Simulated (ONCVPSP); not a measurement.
# An all-electron radial function and its pseudo partner (Ca (Z = 20))

Columns: radius, all-electron u(r) and pseudo u(r) of the 3p shell (level -29.53 eV) of calcium in the configuration [Ne] 3s2 3p6 4s1.75; PBEsol, scalar-relativistic, ONCV scheme, ONCVPSP 4.0.1.

```tsv
r (bohr)	all-electron	pseudo
0.095	-0.3039	0.0219
0.190	-0.4764	0.0850
0.285	-0.3704	0.1827
0.380	-0.1197	0.3048
0.475	0.1654	0.4391
0.570	0.4247	0.5733
0.665	0.6331	0.6962
0.760	0.7849	0.7986
0.855	0.8831	0.8746
0.950	0.9356	0.9217
1.045	0.9516	0.9402
1.140	0.9402	0.9333
1.235	0.9090	0.9058
1.330	0.8644	0.8634
1.425	0.8114	0.8112
1.520	0.7538	0.7537
1.615	0.6943	0.6943
1.710	0.6352	0.6352
1.805	0.5778	0.5778
1.900	0.5231	0.5230
1.995	0.4716	0.4716
2.090	0.4238	0.4238
2.185	0.3798	0.3797
2.280	0.3395	0.3395
2.375	0.3029	0.3029
2.470	0.2698	0.2698
```

(1) How many radial nodes do the two functions have?

(2) At about which radius was the pseudo-wave matched?

(3) Where does each function peak?

(4) Is the pseudo-wave norm-conserving?

Answers

(1) The all-electron 3p function has n − l − 1 = 1; the pseudo-wave has 0, since the states of the same l below it are removed with the core.

(2) 1.80 bohr. The columns agree to 0.0005 from 1.43 bohr on; several derivatives are matched, so the curves merge somewhat inside the radius.

(3) Outermost all-electron maximum near 1.04 bohr, pseudo maximum near 1.04 bohr (to the table’s step).

(4) Yes: the ONCV scheme keeps the norm inside the radius equal to the all-electron one, which fixes the energy derivative of the logarithmic derivative at the level.
